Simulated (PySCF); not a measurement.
PySCF input file for Si(Cl)(I)2(Me) (CH₃ClI₂Si), SMILES Cl[Si](I)(I)C, IEF-PCM-PBE0/def2-SVP. Coordinates come from a PBE0-D3(BJ)/def2-SVP optimisation. The def2 effective core potentials stand for the cores of I; spin–orbit coupling is left out.

```python
import numpy as np
from pyscf import gto, scf, dft
from pyscf.solvent import pcm

mol = gto.M(
    atom='''
    C    -2.12067586    1.31561899   -0.00000000
    Si   -0.35568061    0.73943232    0.00000000
    Cl    0.90170313    2.37329235   -0.00000001
    I     0.09238030   -0.59331225   -1.99714289
    I     0.09238030   -0.59331224    1.99714289
    H    -2.30894181    1.92437925    0.89727803
    H    -2.79979724    0.45060286    0.00000001
    H    -2.30894182    1.92437924   -0.89727804
    ''',
    basis='def2-SVP',
    ecp={'I': 'def2-svp'},
    charge=0,
    spin=0,
    max_memory=1600,
    verbose=3,
)
mf = dft.RKS(mol, xc='pbe0').density_fit(auxbasis='def2-universal-jkfit')
mf.grids.level = 3
mf.conv_tol = 1e-9
mf.max_cycle = 100
mf.kernel()
res = {}
for name, eps in {'water': 78.355, 'dimethylsulfoxide': 46.826, 'acetone': 20.493}.items():
    s = mf.PCM()
    s.with_solvent.method, s.with_solvent.eps, s.with_solvent.lebedev_order = 'IEF-PCM', eps, 29
    s.kernel(mf.make_rdm1())
    res[name] = (s.e_tot, eps, s.dip_moment(), s.mo_energy, s.converged)
    print(f'{name}: electrostatic solvation free energy {(s.e_tot - mf.e_tot) * 627.509474:.3f} kcal/mol')
```

Output:

```
converged SCF energy = -1384.59546804003

WARN: PCM is an experimental feature. It is still in testing.
Features and APIs may be changed in the future.

converged SCF energy = -1384.59945708743
Dipole moment(X, Y, Z, Debye): -2.47878,  0.53339,  0.00000
water: electrostatic solvation free energy -2.503 kcal/mol

WARN: PCM is an experimental feature. It is still in testing.
Features and APIs may be changed in the future.

converged SCF energy = -1384.59939989467
Dipole moment(X, Y, Z, Debye): -2.46822,  0.53119,  0.00000
dimethylsulfoxide: electrostatic solvation free energy -2.467 kcal/mol

WARN: PCM is an experimental feature. It is still in testing.
Features and APIs may be changed in the future.

converged SCF energy = -1384.59922194245
Dipole moment(X, Y, Z, Debye): -2.43571,  0.52441,  0.00000
acetone: electrostatic solvation free energy -2.356 kcal/mol
```

The run converged.

Cost: about 80 core-seconds (a rough figure).
